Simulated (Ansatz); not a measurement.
`C[N]=[W]([CH3])(=[O])[OH]`. The species carries charge 0 and has multiplicity 1. W takes the def2 core potential.

Z-matrix (Å, degrees):
```
C
W 1 3.089
N 1 1.419 2 14.2
H 1 1.095 2 116.6 3 -64.8
H 1 1.095 2 117.3 3 64.6
H 1 1.096 2 97.7 3 -179.8
O 2 1.710 1 98.9 3 179.4
C 2 2.121 1 107.7 3 69.5
O 2 1.895 1 119.0 3 -56.9
H 8 1.095 2 109.5 1 168.0
H 8 1.093 2 110.1 1 -71.8
H 8 1.092 2 111.2 1 48.2
H 9 0.958 2 126.2 1 14.1
```

Problem. What are the harmonic wavenumbers in cm⁻¹ at PBE0-D4/def2-TZVP (Ansatz, finite differences of forces, unscaled)? (An estimate is asked.)

Solution. The calculation gave: 84, 115, 120, 149, 171, 203, 238, 332, 337, 384, 555, 622, 635, 663, 717, 730, 1014, 1111, 1116, 1219, 1368, 1422, 1430, 1437, 1471, 1475, 3015, 3038, 3084, 3087, 3126, 3140, 3918.

Problem. Is this a minimum?

Solution. Yes, all 33 modes are real.

Problem. Give the ideal-gas thermochemistry at 298.15 K and 1 bar (rigid rotor, harmonic oscillator; point group C1, symmetry number 1).

Solution. Zero-point energy 248.4 kJ/mol; H(298) − E = 275.4 kJ/mol; entropy 400.7 J/(mol·K), of which translation 178.3, rotation 117.0, vibration 105.4; G(298) − E = 155.9 kJ/mol. Modes under 100 cm⁻¹ are hindered rotations or soft bends, so the harmonic entropy is rough.
